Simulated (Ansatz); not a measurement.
Input (CCSDT(Q)/cc-pVDZ; Ansatz, a program for electronic structure):

Ansatz 0.2 input:
```yaml
crystal:
  periodic: [false, false, false]
  atoms:
    - {symbol: B, position_ang: [-0.33798483, 0.09073022, -0.26029678]}
    - {symbol: F, position_ang: [0.16984668, 1.06678346, 0.49152841]}
    - {symbol: H, position_ang: [-1.29655478, 0.31833331, -0.94509884]}
    - {symbol: N, position_ang: [0.12027915, -1.22942046, -0.18464755]}
    - {symbol: H, position_ang: [0.61590487, -1.76709243, -0.88464018]}
basis:
  gaussian:
    orbitals: cc-pVDZ
magnetization: {spin_polarized: true, initial_magnetization: 1}
correlation: {method: ccsdt_q, electrons: outside_noble_gas}
```

Output:

```
Functional definition: HF
integrals: 0.04 GiB planned
944 factors; integrals over basis functions are off by at most 1.3e-7 eV
mean field: 0.15 GiB planned
mean field evaluation 1: about -4889.5066 eV, gradient 2.0e1 eV
mean field evaluation 2: about -4889.5839 eV, gradient 2.0e1 eV
mean field evaluation 4: about -4891.9303 eV, gradient 2.6e0 eV
mean field evaluation 8: about -4892.0506 eV, gradient 3.5e-1 eV
mean field evaluation 16: about -4892.0625 eV, gradient 6.9e-6 eV
mean field evaluation 32: about -4882.7404 eV, gradient 2.5e1 eV
mean field evaluation 64: about -4885.4626 eV, gradient 1.0e1 eV
mean field -4892.06246111 eV, -179.7799794869 hartree, gradient 6.9e-6 eV, S^2 0.760218; 4 other end points of the search recorded, 0 dependent functions left out
determinant -4892.06246111 eV, -179.7799794869 hartree, with singles and doubles -4903.66835490 eV, -180.2064882167 hartree
determinant -4890.54458826 eV, -179.7241986882 hartree, with singles and doubles -4902.10727124 eV, -180.1491194503 hartree
3 core orbitals not correlated
reference -4892.06246111 eV, -179.7799794869 hartree; 9, 8 occupied and 40, 41 virtual orbitals, 944 factors
second order -10.88597333 eV of doubles, -0.00000000 eV of singles
coupled cluster: 1.77 GiB planned
cycle   1  -11.24850206 eV  change   -3.6e-1 eV  update   8.9e-2
cycle   2  -11.63416741 eV  change   -3.9e-1 eV  update   4.1e-2
cycle   3  -11.88422319 eV  change   -2.5e-1 eV  update   2.2e-2
cycle   4  -11.88368659 eV  change    5.4e-4 eV  update   9.5e-3
cycle   5  -11.86718461 eV  change    1.7e-2 eV  update   5.9e-3
cycle   6  -11.87434958 eV  change   -7.2e-3 eV  update   3.3e-3
cycle   7  -11.87829900 eV  change   -3.9e-3 eV  update   2.0e-3
cycle   8  -11.87742015 eV  change    8.8e-4 eV  update   1.3e-3
cycle   9  -11.87729153 eV  change    1.3e-4 eV  update   8.5e-4
cycle  10  -11.87806096 eV  change   -7.7e-4 eV  update   6.5e-4
cycle  11  -11.87734096 eV  change    7.2e-4 eV  update   4.9e-4
cycle  12  -11.87760607 eV  change   -2.7e-4 eV  update   3.4e-4
cycle  13  -11.87778372 eV  change   -1.8e-4 eV  update   2.3e-4
cycle  14  -11.87761663 eV  change    1.7e-4 eV  update   1.3e-4
cycle  15  -11.87771500 eV  change   -9.8e-5 eV  update   8.0e-5
cycle  16  -11.87778748 eV  change   -7.2e-5 eV  update   4.5e-5
cycle  17  -11.87779376 eV  change   -6.3e-6 eV  update   2.3e-5
cycle  18  -11.87780251 eV  change   -8.8e-6 eV  update   1.3e-5
cycle  19  -11.87780552 eV  change   -3.0e-6 eV  update   8.2e-6
cycle  20  -11.87780340 eV  change    2.1e-6 eV  update   5.2e-6
cycle  21  -11.87780416 eV  change   -7.6e-7 eV  update   3.2e-6
cycle  22  -11.87780778 eV  change   -3.6e-6 eV  update   2.4e-6
cycle  23  -11.87780924 eV  change   -1.5e-6 eV  update   1.4e-6
perturbative correction -0.02228146 eV, -0.0008188285 hartree
Total energy: -4903.96255181 eV, -180.2172997539 hartree
```
